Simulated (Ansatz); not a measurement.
The same ligand exchange along the group F, Br, I.

Gas-phase electronic energies from Ansatz, PBE0-D4/def2-TZVP geometries. CCSD(T)/CBS is the MP2 limit (def2-TZVPP, def2-QZVPP) plus CCSD(T) − MP2 in def2-TZVPP, frozen cores. This one scheme is used for every species. Functionals use def2-TZVPP. def2 core potentials past Kr. For Br, Ge, I outer-core shells are correlated without core-valence functions, which leaves a few kJ/mol of doubt a bond. Scalar relativity is left out up to krypton. Each species was taken in one conformer, which may not be the lowest.

```csv
reaction,PBE-D4 (kJ/mol),CCSD(T)/CBS(def2) (kJ/mol)
`[OH][GeH2][F]` + `N[SiH](O)O` → `[OH][GeH2][NH][SiH](O)O` + H–F,36,29
`[OH][GeH2][Br]` + `N[SiH](O)O` → `[OH][GeH2][NH][SiH](O)O` + HBr,55,48
`[OH][GeH2][I]` + `N[SiH](O)O` → `[OH][GeH2][NH][SiH](O)O` + HI,56,50
```

Largest T1 diagnostic: 0.012, for `[OH][GeH2][F]`.
